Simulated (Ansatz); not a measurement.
All numbers were calculated with Ansatz.

A structure relaxed at PBE0-D4/def2-TZVP, charge 0, multiplicity 1:

```
atom   x (Å)   y (Å)   z (Å)
  O1   1.149   0.307   1.956
 Al2   0.301  -0.799   0.997
  C3  -0.471  -0.255  -0.726
  S4  -0.104   1.480  -1.040
  H5   1.288   1.221   1.710
  H6   0.159  -2.271   1.546
  H7  -0.058  -0.891  -1.516
  H8  -1.552  -0.426  -0.699
  H9  -0.712   1.634  -2.230
```

Q: Give its formula and SMILES.

A: CH5AlOS, `[OH][AlH][CH2]S`.

Q: Point group (tolerance 0.08 Å, 0.16 Å for H)?

A: Cs.

Q: Summarise the bond lengths by kind.

A: 1 × Al–O 1.692 Å; 1 × H–O 0.957 Å; 1 × Al–C 1.965 Å; 1 × Al–H 1.577 Å; 1 × C–S 1.801 Å; 2 × C–H 1.095 Å; 1 × H–S 1.345 Å.
